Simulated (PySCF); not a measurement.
## Correlation energy of Ag⁺ (silver, charge +1)

[Kr] 4d9 5s1, high-spin 3D determinant (an excited configuration). All numbers are calculated (PySCF 2.14, a scalar-relativistic core potential, in aug-cc-pwCVDZ-PP with ECP28MDF (6s6p5d3f, 70 functions)). Frozen: 4s2 4p6; 10 electrons correlated.

| level | correlation energy (mhartree) |
| --- | --- |
| CCSD | -298.18 |
| (T) | -6.89 |
| CCSD(T) | -305.07 |

Diagnostics: T1 = 0.0094, D1 = 0.0396, largest double amplitude 0.020.

Cost of the coupled-cluster step: of the order of 13 core-seconds, for 10 correlated electrons.
